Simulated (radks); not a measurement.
All-electron atom: the thulium ion Tm2+ in [Xe] 4f13.

Calculated with a radial shooting solver on a logarithmic mesh with Libxc functionals: scalar-relativistic Kohn-Sham, r2SCAN, spin-polarised, spherical densities, finite nucleus; open shells are filled with parallel spins first (spin-orbit coupling, left out, can overturn this in heavy ions); meta-GGA in the generalised Kohn-Sham scheme; Fermi nuclear charge, rms radius 5.2256 fm.

Energy parts (eV):
part                      energy
total                 -369169.86
kinetic                401201.55
electron-nucleus      -906380.67
Hartree                143773.89
exchange-correlation    -7764.62

Orbitals (lengths in bohr, moments of r in powers of bohr; r(max) is where P^2 peaks; r(90%) holds 90 % of the orbital's charge):
| orbital | occ. | eigenvalue (eV) | r(max) | r(90%) | <r^4> |
|---|---|---|---|---|---|
| 1s up | 1 | -59373.61 | 0.01261 | 0.0363 | 8.090e-07 |
| 1s down | 1 | -59373.61 | 0.01261 | 0.0363 | 8.090e-07 |
| 2s up | 1 | -10052.76 | 0.07186 | 0.131 | 0.0001250 |
| 2s down | 1 | -10052.76 | 0.07186 | 0.131 | 0.0001249 |
| 2p up | 3 | -8874.669 | 0.05855 | 0.123 | 0.00009557 |
| 2p down | 3 | -8874.665 | 0.05855 | 0.123 | 0.00009557 |
| 3s up | 1 | -2279.379 | 0.2030 | 0.324 | 0.004676 |
| 3s down | 1 | -2278.798 | 0.2030 | 0.323 | 0.004673 |
| 3p up | 3 | -1920.849 | 0.2000 | 0.329 | 0.004962 |
| 3p down | 3 | -1920.268 | 0.2000 | 0.329 | 0.004959 |
| 3d up | 5 | -1477.739 | 0.1635 | 0.311 | 0.003896 |
| 3d down | 5 | -1477.294 | 0.1634 | 0.311 | 0.003892 |
| 4s up | 1 | -465.7277 | 0.4645 | 0.715 | 0.1140 |
| 4s down | 1 | -464.5260 | 0.4645 | 0.715 | 0.1141 |
| 4p up | 3 | -347.4053 | 0.4857 | 0.768 | 0.1513 |
| 4p down | 3 | -346.2151 | 0.4857 | 0.769 | 0.1513 |
| 4d up | 5 | -189.5465 | 0.5015 | 0.860 | 0.2365 |
| 4d down | 5 | -188.3619 | 0.5015 | 0.860 | 0.2371 |
| 4f up | 7 | -17.7734 | 0.4970 | 1.38 | 2.375 |
| 4f down | 6 | -16.7359 | 0.4975 | 1.41 | 2.636 |
| 5s up | 1 | -69.6687 | 1.093 | 1.78 | 4.361 |
| 5s down | 1 | -69.1478 | 1.095 | 1.79 | 4.426 |
| 5p up | 3 | -42.4717 | 1.252 | 2.14 | 9.036 |
| 5p down | 3 | -42.1351 | 1.255 | 2.15 | 9.193 |
| 5d up | 0 | -12.8655 | 1.814 | 3.75 | 84.18 |
| 5d down | 0 | -12.7590 | 1.824 | 3.78 | 86.72 |
| 6s up | 0 | -14.0227 | 2.960 | 4.79 | 226.3 |
| 6s down | 0 | -13.9606 | 2.974 | 4.81 | 230.1 |
| 6p down | 0 | -9.4950 | 3.754 | 6.14 | 607.1 |

The highest occupied level is 4f down at -16.736 eV. The electron density at the nucleus is 1.002e+06 e/bohr^3 (large components only). Spin moment in Bohr magnetons: 1. Summed over all electrons, <r^2> = 36.39 bohr^2, which gives a Langevin (diamagnetic) susceptibility term of -28.8 x 10^-6 cm^3/mol. The spin density at the nucleus is 1.961 e/bohr^3 (1s 0.001, 2s -0.159, 3s -4.394, 4s 1.381, 5s 5.132). For comparison, the ionisation energy in NIST's Atomic Spectra Database is 23.66 eV (semi-empirical). In exact Kohn-Sham theory the highest level is minus the ionisation energy, but local and semilocal functionals leave it too shallow, through self-interaction and a potential that decays too fast; potentials with the right tail come closer.
